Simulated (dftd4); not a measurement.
Bi (SMILES [Bi]), quartet; D4 for b3lyp in dftd4.

Input for dftd4:
```
$ dftd4 mol.xyz --func b3lyp --charge 0 --json dftd4.json --noedisp --grad

# file mol.xyz
1

Bi     0.00000000     0.00000000     0.00000000
```

The log (banner, timings and long lists left out):

```
                    ____  _____ _____     ____  _  _
      -------------|  _ \|  ___|_   _|---|  _ \| || |------------
     |             | | | | |_    | | ___ | | | | || |_           |
     |             | |_| |  _|   | ||___|| |_| |__   _|          |
     |             |____/|_|     |_|     |____/   |_|            |
     |             ===================================           |
     |            E. Caldeweyher, S. Ehlert & S. Grimme          |
     |          Mulliken Center for Theoretical Chemistry        |
     |                    University of Bonn                     |
      -----------------------------------------------------------

Rational (Becke-Johnson) damping: b3lyp-D4-ATM
---------------------
  s6         1.0000
  s8         2.0293
  s9         1.0000
  a1         0.4087
  a2         4.5381
 alp        16.0000
--------------------

Dispersion energy:       0.0000000000000E+00 Eh

Gradient norm:           0.0000000000000E+00 Eh/a0
--------------------------------------------------
     #    Z           dE/dx      dE/dy      dE/dz
--------------------------------------------------
     1   83 Bi    0.000E+00  0.000E+00  0.000E+00
--------------------------------------------------

Virial:
--------------------------------------------------
      component           x          y          z
--------------------------------------------------
          x       0.000E+00  0.000E+00  0.000E+00
          y       0.000E+00  0.000E+00  0.000E+00
          z       0.000E+00  0.000E+00  0.000E+00
--------------------------------------------------

[Info] Dispersion results written to 'dftd4.txt'
[Info] JSON dump of results written to 'dftd4.json'
```
